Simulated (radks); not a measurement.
Q: Ionisation of neutral helium, [He], to 1s1 as the strength of local exchange is varied. Calculated with a radial shooting solver on a logarithmic mesh with Libxc functionals: scalar-relativistic Kohn-Sham, Slater X-alpha exchange (alpha = 2/3 is LDA exchange), no correlation, spin-polarised, spherical densities, finite nucleus; Gaussian nuclear charge, rms radius 1.6755 fm.

| alpha | E(He) (hartree) | exchange (hartree) | IE (eV) | -e of the level emptied (eV) | <r> of it (bohr) |
|---|---|---|---|---|---|
| 0.621 | -2.66573 | -0.78414 | 21.458 | 13.327 (1s) | 0.9866 |
| 0.667 | -2.72419 | -0.85334 | 22.075 | 14.073 (1s) | 0.9719 |
| 0.836 | -2.94558 | -1.12065 | 24.432 | 16.970 (1s) | 0.9217 |
| 1.003 | -3.17447 | -1.40494 | 26.901 | 20.068 (1s) | 0.8775 |
| x | -3.05123 | -1.25094 | 25.568 | 18.388 (1s) | 0.9005 |

Which alpha was used in the last row?

A: alpha = 0.914. NIST Atomic Spectra Database: 24.587 eV (measured). The Delta-SCF value meets it near alpha = 0.85.
